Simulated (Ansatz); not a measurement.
Computed with Ansatz on PBE0-D4/def2-TZVP structures; ΔE is electronic, products minus reactants. CCSD(T)/CBS is the MP2 limit (def2-TZVPP, def2-QZVPP) plus CCSD(T) − MP2 in def2-TZVPP, frozen cores. DFT in def2-TZVPP. B3LYP here is the variant with VWN-RPA as its local correlation; programs differ in this. For Ge outer-core shells are correlated without core-valence functions, which leaves a few kJ/mol of doubt a bond. Scalar relativity is left out up to krypton. Each species was taken in one conformer, which may not be the lowest.

Consider the formal exchange of groups at a C–Si bond: `C[Si](N)(F)P` + `[SiH3][GeH2][Cl]` → `[CH3][GeH]([SiH3])[Cl]` + `N[SiH](F)P`.

`C[Si](N)(F)P`:

```xyz
12

C    -0.144    1.401    0.597
Si   -0.405   -0.267   -0.173
N     0.109   -0.216   -1.793
F    -1.973   -0.603   -0.010
P     0.631   -2.029    0.758
H    -0.692    2.168    0.042
H     0.914    1.667    0.602
H    -0.509    1.409    1.626
H     0.171   -1.050   -2.353
H    -0.009    0.607   -2.361
H     0.086   -1.789    2.047
H     1.822   -1.299    1.018
```

`[SiH3][GeH2][Cl]`:

```xyz
8

Si    0.456    0.378   -1.095
Ge   -0.594   -0.291    0.934
Cl    0.980   -1.054    2.217
H    -0.568    0.916   -2.030
H     1.119   -0.801   -1.705
H     1.459    1.429   -0.794
H    -1.601   -1.440    0.766
H    -1.251    0.863    1.708
```

`[CH3][GeH]([SiH3])[Cl]`:

```xyz
11

C     1.544    0.962   -0.085
Ge   -0.237    0.516    0.562
Si   -1.299   -1.274   -0.599
Cl    0.005   -0.181    2.611
H     2.176    0.074   -0.076
H     1.988    1.722    0.560
H     1.485    1.349   -1.104
H    -1.119    1.775    0.665
H    -0.413   -2.466   -0.562
H    -1.533   -0.885   -2.017
H    -2.598   -1.591    0.045
```

`N[SiH](F)P`:

Cartesian coordinates in Å:
```
N -0.900 -1.130 0.637
Si 0.077 -0.290 -0.466
F 1.318 -1.137 -1.036
P 1.002 1.427 0.635
H -0.601 -1.321 1.579
H -1.625 -1.759 0.334
H -0.762 0.026 -1.644
H 1.641 1.942 -0.523
H -0.151 2.242 0.484
```

| level | ΔE (kJ/mol) |
| --- | --- |
| PBE-D4 | 14.2 |
| r2SCAN-D4 | 15.6 |
| PBE0-D4 | 14.9 |
| B2PLYP | 11.1 |
| PBE | 13.3 |
| r2SCAN | 15.4 |
| B3LYP | 12.5 |
| HF/CBS(def2) | 12.8 |

What does CCSD(T)/CBS give? (An estimate is asked.)

Ansatz gave: +11.1 kJ/mol. The listed levels differ from it by 3.1, 4.5, 3.8, 0.0, 2.2, 4.3, 1.4, 1.7 kJ/mol.

Largest T1 diagnostic among the species: 0.012.
